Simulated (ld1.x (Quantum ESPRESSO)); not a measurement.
**Building the PAW potential for Li (Z = 3) (LDA (PZ), non-relativistic).**

The input file (ld1.x (Quantum ESPRESSO) 7.5):

```
&input
   title='Li', zed=3., rel=0, dft='PZ', iswitch=3,
   config='[He] 2s1 2p0',
   nld=2, rlderiv=4.95, eminld=-6.0, emaxld=5.0, deld=0.02
 /
 &inputp
   pseudotype=3, lpaw=.true., tm=.true., lloc=-1, rcloc=1.85,
   nlcc=.false.,
   which_augfun='GAUSS', rmatch_augfun=1.00,
   file_pseudopw='Li.UPF', file_wfcaegen='ae.wfc', file_wfcncgen='nc.wfc', file_beta='beta', file_chi='chi', file_wfcusgen='us.wfc'
 /
4
1S  1  0   2.00   0.00  1.00  1.10  0.0
2S  2  0   1.00   0.00  1.00  1.10  0.0
2P  2  1   0.00   0.00  3.45  4.55  0.0
2P  2  1   0.00   0.40  3.45  4.55  0.0
 &test
   configts(1)='1s2 2s1 2p0'
 /
```

Command:

```bash
ld1.x < Li.in > Li.out
```

The program printed (shortened: banner, matrices, multipoles, cross overlaps and the repeated all-electron block are left out):

```
Program LD1 v.7.5
     --------------------------- All-electron run ----------------------------

     Li

     atomic number is  3.00
     dft =PZ   lsd =0 sic =0 latt =0  beta=0.20 tr2=1.0E-14
     Exchange-correlation= PZ
                           (   1   1   0   0   0   0   0)
     mesh =1017 r(mesh) =  99.62247 a.u. xmin = -7.00 dx = 0.01250
     1 Ry =  13.60569312 eV

     n l     nl                  e(Ry)          e(Ha)          e(eV)
     1 0     1S 1( 2.00)        -3.7556        -1.8778       -51.0971
     2 0     2S 1( 1.00)        -0.2114        -0.1057        -2.8766
     2 1     2P 1( 0.00)        -0.0829        -0.0415        -1.1284

     final scf error:  4.8E-15 reached in  14 iterations

     Etot =     -14.668179 Ry,      -7.334090 Ha,    -199.570746 eV

     Ekin =      14.473224 Ry,       7.236612 Ha,     196.918245 eV
     Encl =     -33.820459 Ry,     -16.910229 Ha,    -460.150785 eV
     Eh   =       7.981468 Ry,       3.990734 Ha,     108.593401 eV
     Exc  =      -3.302412 Ry,      -1.651206 Ha,     -44.931607 eV

     normalization and overlap integrals

     s(1S/1S) =  1.000000  <r> =   0.5888  <r2> =    0.4766  r(max) =   0.3638
     s(2S/2S) =  1.000000  <r> =   3.9315  <r2> =   18.4457  r(max) =   3.1233
     s(2P/2P) =  1.000000  <r> =   5.0084  <r2> =   30.9506  r(max) =   3.9114

     ------------------------ End of All-electron run ------------------------

     --------------------- Generating PAW atomic setup --------------------

      Generating local potential from pseudized AE potential:
      Matching radius rcloc =   1.8500

      Local pseudo, rcloc= 1.871 Estimated cut-off energy=     6.56 Ry

      Computing core charge for PAW:
      Integrated core pseudo-charge :   0.00
      Wfc-us  1S rcutus= 1.107  Estimated cut-off energy=    41.38 Ry
      Wfc-us  2S rcutus= 1.107  Estimated cut-off energy=    88.39 Ry
      Wfc-us  2P rcutus= 4.602  Estimated cut-off energy=     3.60 Ry
      Wfc-us  2P rcutus= 4.602  Estimated cut-off energy=     7.10 Ry

     Required augmentation: GAUSS   radius:    1.000000
     Message from routine us2paw:
     GAUSS augmentation functions are ususally harder than BESSEL; use BESSEL instead unless you have discontinuity in local potential

     Estimated PAW energy =  -14.668179 Ryd

     ------------------- End of pseudopotential generation -------------------

     Computing logarithmic derivative in   4.92910
     Computing logarithmic derivative in   4.92910
     Computing the partial wave expansion
     R is outside the sphere for l=    0 j= 0.00
     R is outside the sphere for l=    0 j= 0.00
     R is outside the sphere for l=    1 j= 0.00
     R is outside the sphere for l=    1 j= 0.00

     ---------------------- Testing the pseudopotential ----------------------

     Li

     atomic number is  3.00   valence charge is  3.00
     dft = SLA  PZ   NOGX NOGC   lsd =0 sic =0 latt =0  beta=0.20 tr2=1.0E-14
     mesh =1017 r(mesh) =  99.62247 xmin = -7.00 dx = 0.01250

     n l     nl             e AE (Ry)        e PS (Ry)    De AE-PS (Ry)
     1 0     1S   1( 2.00)       -3.75556       -3.75556        0.00000
     2 0     2S   1( 1.00)       -0.21143       -0.21143        0.00000
     2 1     2P   1( 0.00)       -0.08294       -0.08294        0.00000

     eps = 5.8E-17  iter =  1

     Etot =     -14.668179 Ry,      -7.334090 Ha,    -199.570746 eV
     Etotps =   -14.668179 Ry,      -7.334090 Ha,    -199.570746 eV

     Ekin =      14.473235 Ry,       7.236618 Ha,     196.918398 eV
     Encl =     -33.820470 Ry,     -16.910235 Ha,    -460.150939 eV
     Ehrt =       7.981468 Ry,       3.990734 Ha,     108.593401 eV
     Ecxc =      -3.302412 Ry,      -1.651206 Ha,     -44.931607 eV

     ---------------------- End of pseudopotential test ----------------------
```

Generation and configuration tests took about 0.61 s on one core of a shared server CPU.

Transferability test of the new file with ld1.x, input:

```
&input
   title='Li', zed=3., rel=0, dft='PZ', iswitch=2,
   config='[He] 2s1 2p0'
 /
 &test
   file_pseudo='Li.UPF', nconf=7,
   configts(1)='1s2 2s1 2p0',
   configts(2)='1s2 2s0 2p0',
   configts(3)='1s2 2s0.5 2p0',
   configts(4)='1s2 2s0 2p1',
   configts(5)='1s1 2s1 2p0',
   configts(6)='1s2 2s1 2p0', lsdts(6)=1,
   configts(7)='1s2 2s0.5 2p0', lsdts(7)=1
 /
```

```bash
ld1.x < Li.test.in > Li.test.out
```

Pseudopotential blocks of its output, shortened (energy terms left out; the distinct warnings before each block abridged to one line each):

```
     ---------------------- Testing the pseudopotential ----------------------

     n l     nl             e AE (Ry)        e PS (Ry)    De AE-PS (Ry)
     1 0     1S   1( 2.00)       -3.75556       -3.75556        0.00000
     2 0     2S   1( 1.00)       -0.21143       -0.21143        0.00000
     2 1     2P   1( 0.00)       -0.08294       -0.08294        0.00000

     eps = 5.8E-17  iter =  1

     Etot =     -14.668179 Ry,      -7.334090 Ha,    -199.570746 eV
     Etotps =   -14.668179 Ry,      -7.334090 Ha,    -199.570746 eV

     ---------------------- End of pseudopotential test ----------------------

          Warning: n=1, l=0 expected 0 nodes, found 1
     ---------------------- Testing the pseudopotential ----------------------

     n l     nl             e AE (Ry)        e PS (Ry)    De AE-PS (Ry)
     1 0     1S   1( 2.00)       -4.37927       -4.37940        0.00014
     2 0     2S   1( 0.00)       -0.47987       -0.47986       -0.00001
     2 1     2P   1( 0.00)       -0.33591       -0.33544       -0.00047

     eps = 1.5E-15  iter =  5

     Etot =     -14.283124 Ry,      -7.141562 Ha,    -194.331807 eV
     Etotps =   -14.283123 Ry,      -7.141561 Ha,    -194.331787 eV
     dEtot_ae =       0.385055 Ry
     dEtot_ps =       0.385056 Ry,   Delta E=      -0.000001 Ry

     ---------------------- End of pseudopotential test ----------------------

          ---------------------- Testing the pseudopotential ----------------------

     n l     nl             e AE (Ry)        e PS (Ry)    De AE-PS (Ry)
     1 0     1S   1( 2.00)       -4.04095       -4.04102        0.00007
     2 0     2S   1( 0.50)       -0.39109       -0.39109        0.00000
     2 1     2P   1( 0.00)       -0.24727       -0.24765        0.00038

     eps = 4.1E-15  iter =  6

     Etot =     -14.517923 Ry,      -7.258961 Ha,    -197.526404 eV
     Etotps =   -14.517922 Ry,      -7.258961 Ha,    -197.526396 eV
     dEtot_ae =       0.150256 Ry
     dEtot_ps =       0.150257 Ry,   Delta E=      -0.000001 Ry

     ---------------------- End of pseudopotential test ----------------------

          ---------------------- Testing the pseudopotential ----------------------

     n l     nl             e AE (Ry)        e PS (Ry)    De AE-PS (Ry)
     1 0     1S   1( 2.00)       -3.86150       -3.86328        0.00178
     2 0     2S   1( 0.00)       -0.24574       -0.24482       -0.00092
     2 1     2P   1( 1.00)       -0.11633       -0.11619       -0.00014

     eps = 8.1E-16  iter = 12

     Etot =     -14.539310 Ry,      -7.269655 Ha,    -197.817388 eV
     Etotps =   -14.539824 Ry,      -7.269912 Ha,    -197.824378 eV
     dEtot_ae =       0.128869 Ry
     dEtot_ps =       0.128356 Ry,   Delta E=       0.000514 Ry

     ---------------------- End of pseudopotential test ----------------------

          Warning: n=2, l=1 expected 0 nodes, found 1
     ---------------------- Testing the pseudopotential ----------------------

     n l     nl             e AE (Ry)        e PS (Ry)    De AE-PS (Ry)
     1 0     1S   1( 1.00)       -6.22078       -6.22616        0.00539  !
     2 0     2S   1( 1.00)       -0.90423       -0.90416       -0.00006
     2 1     2P   1( 0.00)       -0.74659       -0.81990        0.07331  !

     eps = 7.9E-16  iter =  9

     Etot =      -9.716465 Ry,      -4.858232 Ha,    -132.199237 eV
     Etotps =    -9.712996 Ry,      -4.856498 Ha,    -132.152048 eV
     dEtot_ae =       4.951715 Ry
     dEtot_ps =       4.955183 Ry,   Delta E=      -0.003468 Ry

     ---------------------- End of pseudopotential test ----------------------

          ---------------------- Testing the pseudopotential ----------------------

     n l     nl             e AE (Ry)        e PS (Ry)    De AE-PS (Ry)
     1 0     1S   1( 1.00)       -3.74839       -3.74834       -0.00004
     2 0     2S   1( 1.00)       -0.23265       -0.23265       -0.00000
     2 1     2P   1( 0.00)       -0.09844       -0.09838       -0.00006
     1 0     1S   2( 1.00)       -3.73345       -3.73345        0.00001
     2 0     2S   2( 0.00)       -0.13827       -0.13827        0.00000
     2 1     2P   2( 0.00)       -0.02981       -0.02982        0.00000

     eps = 1.4E-16  iter =  6

     Etot =     -14.685312 Ry,      -7.342656 Ha,    -199.803851 eV
     Etotps =   -14.685312 Ry,      -7.342656 Ha,    -199.803843 eV
     dEtot_ae =      -0.017133 Ry
     dEtot_ps =      -0.017132 Ry,   Delta E=      -0.000001 Ry

     ---------------------- End of pseudopotential test ----------------------

          ---------------------- Testing the pseudopotential ----------------------

     n l     nl             e AE (Ry)        e PS (Ry)    De AE-PS (Ry)
     1 0     1S   1( 1.00)       -4.04075       -4.04079        0.00004
     2 0     2S   1( 0.50)       -0.41039       -0.41039        0.00000
     2 1     2P   1( 0.00)       -0.26345       -0.26394        0.00050
     1 0     1S   2( 1.00)       -4.03133       -4.03141        0.00008
     2 0     2S   2( 0.00)       -0.33794       -0.33794        0.00000
     2 1     2P   2( 0.00)       -0.20151       -0.20156        0.00005

     eps = 3.8E-15  iter =  6

     Etot =     -14.524612 Ry,      -7.262306 Ha,    -197.617416 eV
     Etotps =   -14.524611 Ry,      -7.262306 Ha,    -197.617404 eV
     dEtot_ae =       0.143567 Ry
     dEtot_ps =       0.143568 Ry,   Delta E=      -0.000001 Ry

     ---------------------- End of pseudopotential test ----------------------
```
